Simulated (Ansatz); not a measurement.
Start from `O=CS[SiH3]` and change one atom or group to get `O=CS[SiH2]O`.

Ansatz, PBE0-D4/def2-TZVP geometries, multiplicity 1. Each molecule was computed in one conformer, which needn't be the lowest.

```csv
property,`O=CS[SiH3]`
size of the dipole moment (ωB97M-V/def2-TZVPP) / D,1.12
size of the dipole moment (B3LYP/def2-TZVPP) / D,1.14
LUMO energy (ωB97M-V/def2-TZVPP) / eV,1.03
size of the dipole moment (PBE/def2-TZVPP) / D,1.03
HOMO–LUMO gap (B3LYP/def2-TZVPP) / eV,6.35
LUMO energy (PBE0/def2-TZVPP) / eV,-1.22
```

(1) Give the same properties after the change, and the shifts. (An estimate is asked.)

## Answers

(1) Ansatz gave: 
| property | `O=CS[SiH2]O` | shift |
| --- | --- | --- |
| size of the dipole moment (ωB97M-V/def2-TZVPP) / D | 1.22 | 0.10 |
| size of the dipole moment (B3LYP/def2-TZVPP) / D | 1.19 | 0.05 |
| LUMO energy (ωB97M-V/def2-TZVPP) / eV | 0.76 | -0.27 |
| size of the dipole moment (PBE/def2-TZVPP) / D | 1.02 | -0.01 |
| HOMO–LUMO gap (B3LYP/def2-TZVPP) / eV | 6.24 | -0.11 |
| LUMO energy (PBE0/def2-TZVPP) / eV | -1.45 | -0.23 |

With PBE0 the HOMO falls by 0.12 eV and the LUMO falls by 0.23 eV, so the gap narrows by about 0.11 eV. PBE moves the HOMO by -0.13 eV and ωB97M-V by -0.14 eV. Dipoles are sizes alone; their direction can turn.

B3LYP here is the variant with VWN-RPA as its local correlation; programs differ in this.
